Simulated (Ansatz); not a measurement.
Consider the cleavage of the Si–Ge bond: `[OH][Ge]([OH])([SiH3])[Cl]` + `N[SiH](N)N` → `N[SiH](N)N[SiH3]` + `[OH][GeH]([OH])[Cl]`.

Calculated with Ansatz (gas phase, PBE0-D4/def2-TZVP geometries, no zero-point term in ΔE). CCSD(T)/CBS adds triple-zeta CCSD(T) − MP2 to the extrapolated MP2 energy (def2 sets, frozen cores). Functionals use def2-TZVPP. B3LYP here is the variant with VWN-RPA as its local correlation; programs differ in this. For Ge outer-core shells are correlated without core-valence functions, which leaves a few kJ/mol of doubt a bond. Scalar relativity is left out up to krypton. One conformer a species, not always the lowest.

Is it downhill or uphill in electronic energy at CCSD(T)/CBS, and by how much? (An estimate is asked.)

Computed: Downhill: ΔE = -34.1 kJ/mol.

What do these levels give: PBE-D4, r2SCAN-D4, B3LYP-D4, ωB97M-V, B2PLYP, HF/def2-TZVPP, SCS-MP2/def2-TZVPP, HF/def2-QZVPP, MP2/def2-QZVPP, SCS-MP2/def2-QZVPP, HF/CBS(def2), CCSD/CBS(def2)? (Estimate.)

The calculation gave: PBE-D4 -18.0, r2SCAN-D4 -30.6, B3LYP-D4 -30.6, ωB97M-V -37.1, B2PLYP -34.3, HF/def2-TZVPP -49.4, SCS-MP2/def2-TZVPP -43.7, HF/def2-QZVPP -50.7, MP2/def2-QZVPP -40.4, SCS-MP2/def2-QZVPP -42.8, HF/CBS(def2) -50.9, CCSD/CBS(def2) -35.6 kJ/mol.

Largest T1 diagnostic among the species: 0.012.

In def2-TZVPP, CCSD(T) changes the Hartree–Fock value by +12.2 kJ/mol (the triples alone add +1.5 kJ/mol) and MP2 by +7.7 kJ/mol. From PBE to PBE0 (25 % exact exchange), in def2-TZVPP and without D4, ΔE moves by −8.0 kJ/mol.
